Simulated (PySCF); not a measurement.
# Telling isomers of C₇H₆O₂ apart by NMR

PySCF 2.14.0 with density-fitted response routines calculation with PBE0/pcSseg-1 with gauge-including orbitals and GFN2-xTB structure; relativity neglected, in vacuum, one computed conformer, rapidly exchanging positions averaged.

Shifts are taken against calculated references (same method and geometry level): 1H (31.72 ppm) and 13C (186.93 ppm) vs TMS. Where no couplings were computed, multiplicities follow the n + 1 count of equivalent neighbours, and m marks all less simple cases (inequivalent or close neighbours, rings, F or P nearby). Shifts are as computed. Against solution values, carbons near 30 ppm lie about +3 ppm off and those near 130 ppm about +5 ppm. Of 1211 compounds with measured shifts, 218 miss one by over three times the rms of a fit or turn the order of signals round; such compounds aren't used in these exercises.

(1) Tabulate the signals of `CC=C=C=C1COC1=O`, `C#CC1=CC[C@H]1OC=O` and their relative energies.

(2) What is the quickest way to tell CC=C=C=C1COC1=O from C#CC1=CC[C@H]1OC=O?

Answers

(1) 
```tsv
SMILES	carbon types	δC	δH	E rel. (kcal/mol)
CC=C=C=C1COC1=O	4×C 1×CH 1×CH2 1×CH3	175.4, 174.3, 166.4, 129.9, 120.2, 68.9, 24.8	6.42 (q, 1H), 4.72 (s, 2H), 2.33 (d, 3H)	0.0
C#CC1=CC[C@H]1OC=O	2×C 4×CH 1×CH2	164.4, 154.4, 138.3, 93.1, 80.4, 70.9, 39.9	8.18 (s, 1H), 6.75 (m, 1H), 6.46 (m, 1H), 2.95 (m, 1H), 2.90 (s, 1H), 2.75 (m, 1H)	9.5
```

Energies are electronic energies at PBE0/pcSseg-1 on these geometries, without zero-point or thermal terms, each for the one conformer computed, which needn't be the lowest.

(2) Both give the same number of carbon signals, but DEPT or the intensities differ. The first has an allylic methyl carbon (CH3) at 24.8 ppm, the second an allylic sp3 CH bonded to O at 70.9 ppm. Their most deshielded carbons lie at 175.4 and 164.4 ppm. In the proton spectra the most deshielded non-exchanging signals are 6.42 (q, 1H) and 8.18 (s, 1H).
